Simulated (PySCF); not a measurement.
Species: AsGaGeH8O.
Numbering: `[GeH3:1][O:2][GaH2-:3][AsH3+:4]` (hydrogens: H5, H6, H7 on Ge1; H8, H9 on Ga3; H10, H11, H12 on As4)

Computed with PySCF, PBE0-D3(BJ)/def2-SVP geometry optimisation, gas phase.

(1) List the bond lengths, angles and torsions at this level.

Answers

(1) 
| bond | length (Å) | order |
| --- | --- | --- |
| Ge1–O2 | 1.757 | single |
| O2–Ga3 | 1.827 | single |
| Ga3–As4 | 2.653 | single |
| Ge1–H5, Ge1–H6, Ge1–H7 | 1.545 | single |
| Ga3–H8, Ga3–H9 | 1.571 | single |
| As4–H10, As4–H11, As4–H12 | 1.511 | single |

Bonds in one row agree within 0.01 Å and their mean is given. Orders are formal, as drawn. A selection of angles:
| angle | degrees |
| --- | --- |
| O2–Ge1–H5 | 110.8 |
| O2–Ge1–H6 | 108.3 |
| O2–Ge1–H7 | 109.3 |
| H5–Ge1–H6 | 109.7 |
| Ge1–O2–Ga3 | 140.1 |
| O2–Ga3–As4 | 79.4 |
| O2–Ga3–H8 | 115.7 |
| As4–Ga3–H8 | 103.2 |
| H8–Ga3–H9 | 125.6 |
| Ga3–As4–H10 | 111.0 |
| Ga3–As4–H12 | 135.2 |
| H10–As4–H11 | 97.5 |

Torsions: Ge1–O2–Ga3–As4 -176° (antiperiplanar). The mirror-image conformer, all signs reversed, is as good.

Ga3 (gallium bonded to As, O and 2 H) has angles from 79.4° to 125.6°. The 4 heavy atoms lie in one plane (0.016 Å rms). O2 (oxygen bonded to Ga and Ge) is bent (angle 140.1°). As4 (arsenic bonded to Ga and 3 H) has angles from 97.4° to 135.2°. Ge1 (germanium bonded to O and 3 H) is tetrahedral (angles from 108.3° to 110.8°).

Not checked by PBE0-D3(BJ)/def2-SVP frequencies. The numbers are those of one conformer.

The run took 5.6 min of wall time on one thread of an Arm Neoverse V1, shared host with 32 logical CPUs at a one-minute load of 30, and the process peaked at 0.69 GiB of memory. This is the geometry optimisation.
